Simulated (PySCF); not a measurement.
**SeH⁺: from constants to spectrum**

UHF-CCSD(T) constants of SeH⁺, ³Σ⁻ (triplet), unpaired electrons π ↑↑ (H pcseg-1, Se pcseg-1; no relativity (PySCF 2.14); masses 1.0078 and 79.9165 u):

| Quantity | Value |
| --- | --- |
| ωe | 2306.5 cm⁻¹ |
| ωexe | 43.6 cm⁻¹ |
| Be | 7.5847 cm⁻¹ |
| αe | 0.221 cm⁻¹ |
| D (centrifugal) | 0.000328 cm⁻¹ |
| De to H + Se⁺ | 2.89 eV |

**Question.** Give the vibrational terms G(v) and spacings up to v = 6.

**Answer.** G(v) = ωe(v+½) − ωexe(v+½)².

```json
{"v": "0", "G(v) (cm⁻¹)": "1142", "G(v) − G(v−1)": "", "Bv (cm⁻¹)": "7.474"}
{"v": "1", "G(v) (cm⁻¹)": "3362", "G(v) − G(v−1)": "2219", "Bv (cm⁻¹)": "7.253"}
{"v": "2", "G(v) (cm⁻¹)": "5494", "G(v) − G(v−1)": "2132", "Bv (cm⁻¹)": "7.032"}
{"v": "3", "G(v) (cm⁻¹)": "7539", "G(v) − G(v−1)": "2045", "Bv (cm⁻¹)": "6.811"}
{"v": "4", "G(v) (cm⁻¹)": "9496", "G(v) − G(v−1)": "1958", "Bv (cm⁻¹)": "6.590"}
{"v": "5", "G(v) (cm⁻¹)": "11367", "G(v) − G(v−1)": "1870", "Bv (cm⁻¹)": "6.369"}
{"v": "6", "G(v) (cm⁻¹)": "13150", "G(v) − G(v−1)": "1783", "Bv (cm⁻¹)": "6.148"}
```

**Question.** How well does the Morse estimate ωe²/(4ωexe) reproduce De, and what is D0?

**Answer.** It gives 3.78 eV, 131 % of the computed De. D0 = De − G(0) = 2.89 − 0.14 = 2.75 eV.

Correlated steps freeze 9 core orbitals. Correlated levels converge slowly with the basis: in double zeta they bind strong bonds too weakly, by up to about 1 eV, and carry superposition errors of some tenths. Spin–orbit coupling is left out. For an ion De counts to the pair picked by the measured ionisation energies or electron affinities, which need not be the lowest pair at this level. The state is the lowest determinant that a PBE0 search found; another state may lie lower at other levels.
